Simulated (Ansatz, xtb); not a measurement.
Isomers of C5H11OP in order of energy

9 gas-phase structures of C5H11OP, from a drawn sample of its isomers (lower ones may exist). Each was relaxed with GFN2-xTB; where two conformers were screened, the lower at r2SCAN-D4/def2-SVP is listed:

A. `C=CCP(C)(C)=O`, a singlet
B. `CC[P@H](=O)C1CC1`, a singlet
C. `C[C@@H]1CC[P@@]1(C)=O`, a singlet
D. `CC[C@H]1C[P@H](=O)C1`, a singlet
E. `C=C[P@H](=O)C(C)C`, a singlet
F. `CP(C)(=O)C1CC1`, a singlet
G. `CC[C@@H]1CC[P@@H]1=O`, a singlet
H. `C=C(C)P(C)(C)=O`, a singlet
I. `CCP1(=O)CCC1`, a singlet

Q: Make a reasoned guess at their ranking by r2SCAN-D4/def2-SVP single-point energy.

A: Calculated order at r2SCAN-D4/def2-SVP: C (0.0), H (7.1), I (9.0), F (12.7), A (13.8), G (42.9), D (47.9), B (64.0), E (64.5) kJ/mol. Less than 1 kcal/mol parts H and I; I and F; F and A; B and E, so the order within those pairs means little.

Energies above the lowest of each column, in kJ/mol; the last columns are at B3LYP-D3(BJ)/def2-SVP geometries and were run for some of them only (a dash: not run or not comparable):

```tsv
structure	GFN2-xTB	HF/STO-3G	r2SCAN-D4/def2-SVP	B3LYP-D3(BJ)/def2-SVP	CCSD(T)/def2-SVP + ΔMP2/def2-TZVPP
C	0.0	0.0	0.0	3.5	1.4
H	44.0	113.1	7.1	0.0	0.0
I	9.2	6.5	9.0	11.3	10.3
F	25.7	89.9	12.7	21.8	21.8
A	54.1	119.0	13.8	6.7	4.6
G	8.5	48.3	42.9	41.2	–
D	9.4	49.5	47.9	–	–
B	32.0	142.1	64.0	–	–
E	59.9	172.7	64.5	–	–
```

CCSD(T)/def2-SVP + ΔMP2/def2-TZVPP has C and H within 1 kcal/mol of each other at the bottom, and every level picks one of them. CCSD(T)/def2-SVP + ΔMP2/def2-TZVPP orders those it was run on as H (0.0), C (1.4), A (4.6), I (10.3), F (21.8) kJ/mol. Less than 1 kcal/mol parts H and C; C and A, so the order within those pairs means little. Flexible structures stand in one conformer each, not always the lowest. Frequencies (GFN2-xTB) were run for A, C, F, H, I alone. ΔMP2 is the change of the MP2 energy from the smaller to the larger basis.

Over these structures GFN2-xTB departs from r2SCAN-D4/def2-SVP by 22.4 kJ/mol on average once a common shift is removed. A GFN2-xTB relaxation took about 0.1 s and the r2SCAN-D4/def2-SVP energy about 2.4 s on a shared host (Ansatz 0.2.0, xtb 6.7.1).
